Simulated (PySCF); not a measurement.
These are B3LYP-D3(BJ)/def2-TZVPD (PySCF 2.14.0) values and carry that method's errors. All species are isolated molecules in the gas phase. One relaxed conformer stands for a flexible species; it need not be the lowest. B3LYP has the VWN-RPA correlation part, as in Gaussian. 

Reference species (SMILES): `[AlH2][Al-][SiH3]` (singlet; the order of the spin states depends on the level) (charge -1, multiplicity 1).

```yaml
HOMO: -0.52 eV
```

Changed species: `N#[C][Al-][SiH3]` (lower singlet) (X = cyano, multiplicity 1; the reference has X = AlH2, multiplicity 1).

Q: Give the shifts of the HOMO.

A: the HOMO falls by 0.25 eV, to -0.77 eV.
